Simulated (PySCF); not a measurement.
# A survey of 29Si NMR shifts

Calculated, not measured (PySCF 2.14.0 with density-fitted response routines): PBE0/pcSseg-1 with gauge-including orbitals, coordinates at the GFN2-xTB level. Equivalent nuclei averaged, in vacuum, no relativistic terms, one conformer.

Shieldings were converted by a linear fit to measured shifts: 29Si: δ = 279.94 − 0.822σ (rms 8.9 ppm, 72 shifts, 25.8 ppm with the 6 outliers that the fit left out vs TMS, solution or neat liquid). A few per cent of atoms miss by over 2 rms, more outside the fitted compound classes.

**Question.** Give the 29Si shifts of `C=C(C)O[SiH2]SC`, `[H]/N=C\C=C1\CC[SiH2][SiH2]C1`, `N[SiH2]CCO`, `F[C@@H]1C[Si@H](O[SiH3])C[SiH2]1`.

**Answer.** 
| compound | environment | δ (ppm) |
| --- | --- | --- |
| C=C(C)O[SiH2]SC | silicon bonded to O, S, 2 H | -23.6 |
| [H]/[N:1]=[CH:2]\[CH:3]=[C:4]1\[CH2:5][CH2:6][SiH2:7][SiH2:8][CH2:9]1 | Si8: silicon bonded to C, Si, 2 H, in a 6-membered ring | -64.7 |
| [H]/[N:1]=[CH:2]\[CH:3]=[C:4]1\[CH2:5][CH2:6][SiH2:7][SiH2:8][CH2:9]1 | Si7: silicon bonded to C, Si, 2 H, in a 6-membered ring | -76.0 |
| N[SiH2]CCO | silicon bonded to C, N, 2 H | -32.4 |
| [F:1][C@@H:2]1[CH2:3][Si@H:4]([O:5][SiH3:6])[CH2:7][SiH2:8]1 | Si4: silicon bonded to 2 C, O, H, in a 5-membered ring | 1.1 |
| [F:1][C@@H:2]1[CH2:3][Si@H:4]([O:5][SiH3:6])[CH2:7][SiH2:8]1 | Si8: silicon bonded to 2 C, 2 H, in a 5-membered ring | -30.5 |
| [F:1][C@@H:2]1[CH2:3][Si@H:4]([O:5][SiH3:6])[CH2:7][SiH2:8]1 | Si6: silicon bonded to O, 3 H | -40.3 |

**Question.** Order these by 29Si shift, lowest first.
A. C[SiH2]CCC(=O)C(F)F
B. C=NC(=C)O[SiH2]C#N
C. CN(C)[SiH2]O
D. CC[Si@@H](N)O

**Answer.** B (-58.2 ppm, silicon bonded to C, O, 2 H), A (-41.6 ppm, silicon bonded to 2 C, 2 H), C (-31.4 ppm, silicon bonded to N, O, 2 H), D (-17.7 ppm, silicon bonded to C, N, O, H).
